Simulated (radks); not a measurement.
Results of a calculation; reference values are marked as such.
All-electron atom: Ta V in [Kr] 4d10 4f14 5s2 5p4 5d1 5f2 (not the ground configuration).

Code: a radial shooting solver on a logarithmic mesh with Libxc functionals. Model: scalar-relativistic Kohn-Sham, LDA (Slater exchange, VWN5 correlation), spin-polarised, spherical densities, point nucleus; open shells are filled with parallel spins first (spin-orbit coupling, left out, can overturn this in heavy ions).

Energy parts (eV):
total: -424154.57
kinetic: 466006.08
electron-nucleus: -1043840.45
Hartree: 161949.05
exchange-correlation: -8269.26

Orbitals (lengths in bohr, moments of r in powers of bohr; <r^-3> diverges for s and p1/2; r(max) is where P^2 peaks):
orbital  occ.  eigenvalue (eV)  <r^-3>       <r^4>   r(max)      <r>
1s up       1        -67376.74       -   6.214e-07  0.01168  0.01867
1s down     1        -67376.52       -   6.214e-07  0.01168  0.01867
2s up       1        -11627.39       -  0.00009397  0.06689  0.07899
2s down     1        -11627.19       -  0.00009397  0.06689  0.07899
2p up       3        -10200.87   18730  0.00007331  0.05477  0.07058
2p down     3        -10200.63   18730  0.00007331  0.05477  0.07058
3s up       1        -2708.800       -    0.003473   0.1888   0.2050
3s down     1        -2708.594       -    0.003473   0.1888   0.2050
3p up       3        -2284.574    4155    0.003721   0.1866   0.2050
3p down     3        -2284.351    4155    0.003720   0.1866   0.2050
3d up       5        -1788.831   537.4    0.002878   0.1519   0.1857
3d down     5        -1788.603   537.4    0.002878   0.1519   0.1857
4s up       1        -599.2203       -     0.08239   0.4290   0.4591
4s down     1        -598.8481       -     0.08228   0.4290   0.4591
4p up       3        -460.0570   960.8      0.1099   0.4497   0.4882
4p down     3        -459.6574   961.2      0.1096   0.4497   0.4880
4d up       5        -281.9050   105.7      0.1636   0.4615   0.5235
4d down     5        -281.4113   105.9      0.1622   0.4615   0.5229
5s up       1        -131.4441       -       2.390   0.9797    1.073
5s down     1        -128.7688       -       2.350   0.9755    1.068
5p up       3         -95.9000   151.6       4.173    1.100    1.224
5p down     1         -92.8790   154.2       4.121    1.095    1.219
4f up       7         -84.5176   17.49      0.5525   0.4406   0.6277
4f down     7         -83.6294   17.71      0.5202   0.4400   0.6213
5d up       1         -53.2709   11.15       12.86    1.378    1.592
5d down     0         -50.0064   11.19       13.14    1.373    1.595
6s up       0         -44.3046       -       52.94    2.216    2.357
6s down     0         -41.5230       -       55.89    2.225    2.384
6p up       0         -34.7246   32.93       96.43    2.583    2.736
6p down     0         -32.2458   31.14       105.9    2.610    2.793
6d up       0         -22.8692   2.792       279.2    3.418    3.558
5f up       2         -22.2631  0.8165       138.3    2.527    2.885
6d down     0         -21.0928   2.482       335.1    3.531    3.720
5f down     0         -19.8714  0.6669       181.1    2.644    3.065
6f up       0         -12.2676  0.3881        1714    5.600    5.515
6f down     0         -11.5043  0.3285        2190    5.990    5.858

The highest occupied level is 5f up at -22.263 eV. The configuration is held as typed, so some empty levels lie below it. The density falls to 0.001 e/bohr^3 at r = 4.37 bohr. Spin moment in Bohr magnetons: 5.
